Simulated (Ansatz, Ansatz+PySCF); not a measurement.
```xyz
10

C    -0.0396   -0.0304    0.0020
C     0.0466    0.0083    1.4388
C    -0.0190    1.0647   -0.7502
C     0.0066   -1.1589    2.1919
H    -0.0392   -0.9905   -0.4983
H    -0.0110    0.9391    1.9239
H    -0.0032    1.0075   -1.8193
H    -0.0093    2.0498   -0.2848
H     0.0414   -1.0455    3.2660
H     0.0455   -2.1132    1.7587
```

Basis set: def2-SVP (spherical functions). Frozen core: 4 orbitals. Charge 0, multiplicity 1.

Computed with Ansatz (development build ahead of 0.2.0); each method stands on the lowest determinant of its kind that the runs found. Restricted open shells among the atoms or ions are ROHF, correlated in semicanonical orbitals with singles.

Task: Give the atomization energy at this shape (free ground-state atoms in the same class of orbitals less the molecule, no zero-point energy) of singlet C₄H₆ by RHF-MP2, RHF.

Result:

| method | atomization energy |
| --- | --- |
| RHF-MP2 | 42.45 eV |
| RHF | 33.75 eV |

Caution: the shape is not the minimum.
